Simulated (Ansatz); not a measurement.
GeMe3(OiPr) (C6H16GeO). The state is a triplet with charge 0. Geometry PBE-D4/def2-SVP, that of the neutral singlet; atoms count from 1.

```xyz
24

Ge    0.304   -1.152   -0.304
C     1.595   -0.487   -1.633
H     1.169    0.344   -2.228
H     1.870   -1.305   -2.329
H     2.517   -0.129   -1.133
C     1.033   -2.602    0.790
H     1.176   -3.519    0.184
H     0.336   -2.830    1.620
H     2.007   -2.303    1.224
C    -1.391   -1.696   -1.144
H    -2.173   -1.811   -0.366
H    -1.267   -2.668   -1.664
H    -1.738   -0.946   -1.881
O    -0.005    0.153    0.925
C    -0.069    1.534    0.596
C     0.042    2.311    1.908
C    -1.352    1.881   -0.167
H     0.802    1.819   -0.049
H    -0.808    2.053    2.573
H     0.034    3.406    1.733
H     0.979    2.042    2.434
H    -1.399    1.356   -1.143
H    -2.241    1.579    0.425
H    -1.420    2.970   -0.370
```

At PBE0-D4/def2-TZVP a singlet of charge 0 lies 6.70 eV below the triplet at the same geometry.

(1) Estimate the Mulliken populations from the PBE0/def2-TZVP orbitals of Ansatz.

(2) Where does the spin sit?

(3) And the Mayer bond orders between heavy atoms (over 0.3)?

Results:

(1) 
| atom | charge (e) | spin (α − β) |
| --- | --- | --- |
| Ge1 | 0.02 | 0.52 |
| C2 | -0.19 | -0.22 |
| H3 | 0.04 | 0.11 |
| H4 | 0.05 | 0.12 |
| H5 | 0.04 | 0.12 |
| C6 | -0.32 | -0.11 |
| H7 | 0.08 | 0.08 |
| H8 | 0.10 | 0.04 |
| H9 | 0.09 | 0.06 |
| C10 | -0.27 | -0.01 |
| H11 | 0.09 | 0.07 |
| H12 | 0.07 | 0.11 |
| H13 | 0.09 | 0.07 |
| O14 | 0.04 | 0.59 |
| C15 | 0.11 | -0.04 |
| C16 | -0.23 | -0.11 |
| C17 | -0.22 | -0.05 |
| H18 | -0.02 | 0.22 |
| H19 | 0.10 | 0.03 |
| H20 | 0.05 | 0.09 |
| H21 | 0.08 | 0.06 |
| H22 | 0.05 | 0.09 |
| H23 | 0.08 | 0.05 |
| H24 | 0.06 | 0.12 |
Mulliken values depend strongly on the basis.

(2) Summed by element: Ge 0.52, C -0.53, H 1.42, O 0.59, of 2 unpaired in all. Largest on single atoms: O14 0.59, Ge1 0.52, H18 0.22.

(3) Ge1–C2 0.54 (1.97 Å); Ge1–C6 0.81 (1.96 Å); Ge1–C10 0.64 (1.97 Å); Ge1–O14 0.46 (1.82 Å); O14–C15 0.99 (1.42 Å); C15–C16 1.03 (1.53 Å); C15–C17 0.99 (1.53 Å).
